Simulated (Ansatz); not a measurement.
The first iterations of a band of ClGaH2 + H4Si (9 atoms, charge 0, multiplicity 1).

Theory: RKS PBE0-D4/def2-SVP (Ansatz 0.2.0).

```json
{
 "movable images": "8",
 "climbing image": "no",
 "spring": "5.0 eV/Å²",
 "optimiser": "quadratic models (default)",
 "start path": "through a guess of the saddle point",
 "force threshold": "0.05 eV/Å",
 "iteration limit": "60",
 "end points": "relaxed"
}
```

First end point:

```xyz
9
Properties=species:S:1:pos:R:3
Ga 0.003 0.361 0.168
H 0.063 1.186 1.491
H 1.109 0.098 -0.902
Cl -2.014 -0.194 -0.465
Si -0.314 -2.767 1.085
H -0.457 -3.111 -0.353
H 0.614 -3.717 1.768
H -1.616 -2.676 1.795
H 0.367 -1.413 1.191
```

Last end point:

```xyz
9
Properties=species:S:1:pos:R:3
Ga -0.112 -0.673 -0.249
H 0.435 0.611 1.803
H 1.150 0.140 -0.697
Cl -1.988 0.274 -0.799
Si -0.350 -2.845 0.750
H -0.807 -3.820 -0.288
H 0.942 -3.330 1.326
H -1.372 -2.795 1.840
H -0.146 0.204 2.092
```

| iteration | highest image above the first end (eV) | largest band force component (eV/Å) |
| --- | --- | --- |
| 1 | 2.865 | 2.459 |
| 2 | 1.819 | 1.533 |
| 3 | 1.559 | 1.395 |

Question: Does the band converge within its limit, and where does its top end?

Answer: The forces met the threshold. It ended after 10 iterations with the highest image 1.472 eV above the first end. No image climbed, so the highest image needn't sit at the top of the path. The orbitals stay closed-shell, which can raise the energy where a bond breaks towards radicals; this wasn't checked here.

The run took 2.8 min on 2 threads of Intel(R) Xeon(R) Platinum 8375C CPU @ 2.90GHz (Ice Lake) (shared host), peak memory 0.25 GiB.
